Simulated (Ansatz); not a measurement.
Basis sets compared for [CuBr3(NH3)]- (CuBr₃NH₃⁻). The state is a doublet with charge -1. Geometry PBE-D4/def2-SVPD. Ansatz on 4 threads of Arm Neoverse V2 on a shared host; times are rough, and most runs start from earlier orbitals.

```tsv
atom	x (Å)	y (Å)	z (Å)
Cu1	-0.9190	0.1886	-0.0177
Br2	-0.4507	1.6933	1.8899
Br3	-2.8947	1.1797	-0.8898
Br4	-1.1814	-2.1397	-0.8136
N5	1.1177	-0.1662	-0.0664
H6	1.4003	-0.6592	-0.9199
H7	1.2730	-0.7905	0.7315
H8	1.6550	0.6940	0.0861
```

No other spin state of charge -1 was run.

| level | functions | energy (Eh) | HOMO (eV) | LUMO (eV) | wall time |
| --- | --- | --- | --- | --- | --- |
| PBE-D4/def2-SVPD | 201 | -9417.1476 | -1.62 | -0.98 | 6.5 s |
| PBE0-D4/def2-SVPD | 201 | -9417.4192 | -2.90 | -0.08 | 14 s |

Q: Estimate the rows for PBE-D4/def2-TZVPD, PBE0-D4/def2-TZVPD.

A: 
```
             level  functions  energy (Eh)  HOMO (eV)  LUMO (eV)  wall time
 PBE-D4/def2-TZVPD        283   -9418.3692      -1.55      -0.88       11 s
PBE0-D4/def2-TZVPD        283   -9418.6348      -2.88       0.12       28 s
```
